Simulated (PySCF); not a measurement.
ECD: `C[C@@H](F)[C@@H]1CSC[Se]1`, C5H9FSSe

Cartesian coordinates in Å; atom numbers follow the order of the lines, from 1:
```xyz
17

C    -2.1972   -1.0457    0.3107
C    -1.1963   -0.0629   -0.2687
F    -1.8869    1.0551   -0.7153
C    -0.1590    0.4196    0.7448
C     0.8071    1.4238    0.1352
S     2.0160    0.5437   -0.8956
C     2.5339   -0.5098    0.4660
Se    0.9072   -1.1228    1.4227
H    -1.6872   -1.9535    0.6249
H    -2.7001   -0.6016    1.1672
H    -2.9403   -1.2983   -0.4410
H    -0.6952   -0.4763   -1.1540
H    -0.6728    0.8658    1.6026
H     1.3544    1.9677    0.9069
H     0.2799    2.1297   -0.5053
H     3.0687   -1.3738    0.0783
H     3.1608    0.0511    1.1603
```

Method used: TDDFT CAM-B3LYP/def2-SVPD circular dichroism and optical rotation, one conformer, gas phase (PySCF). Geometry: GFN2-xTB.

The molecule is flexible and this is one conformer; a measurement averages over conformers. The calculation is non-relativistic, which matters for the atoms heavier than Zn.

**Question.** Assign R or S to each stereocentre.

**Answer.** C2 R, C4 R.

**Question.** List the lowest 8 singlet excitations with oscillator and rotatory strengths.

**Answer.** Rotatory strengths R in 10⁻⁴⁰ esu² cm², velocity form and length form (origin at the centre of mass); f in length form.
| state | E (eV) | λ (nm) | f | R (velocity) | R (length) | main |
| --- | --- | --- | --- | --- | --- | --- |
| 1 | 4.37 | 284 | 0.001 | +14.6 | +14.7 | HOMO→LUMO 0.82 |
| 2 | 5.03 | 247 | 0.008 | -28.7 | -30.0 | HOMO−1→LUMO 0.72, HOMO−1→LUMO+4 0.11 |
| 3 | 5.72 | 217 | 0.011 | +6.9 | +6.6 | HOMO→LUMO+1 0.82 |
| 4 | 6.16 | 201 | 0.027 | +9.4 | +10.2 | HOMO→LUMO+2 0.62 |
| 5 | 6.24 | 199 | 0.026 | -27.6 | -31.1 | HOMO−1→LUMO+2 0.37, HOMO→LUMO+2 0.20 |
| 6 | 6.35 | 195 | 0.020 | +31.3 | +30.1 | HOMO−1→LUMO+3 0.31, HOMO−1→LUMO+4 0.23 |
| 7 | 6.53 | 190 | 0.005 | -0.4 | +0.5 | HOMO→LUMO+3 0.44, HOMO−1→LUMO+4 0.12 |
| 8 | 6.60 | 188 | 0.054 | +29.0 | +28.1 | HOMO−1→LUMO+3 0.34, HOMO−1→LUMO+1 0.16 |

For state 7 the two forms differ in sign, so the sign of R isn't settled.

Among the states computed, the strongest CD band (largest |R|) is state 6. The largest dissymmetry factor in size, g = 4R/(D+G), with D and G the electric and magnetic dipole strengths, is +0.092 for state 1 (velocity form, f = 0.001), among bands with |R| over 0.5. The mirror image has the same energies and oscillator strengths and all R with the opposite sign.
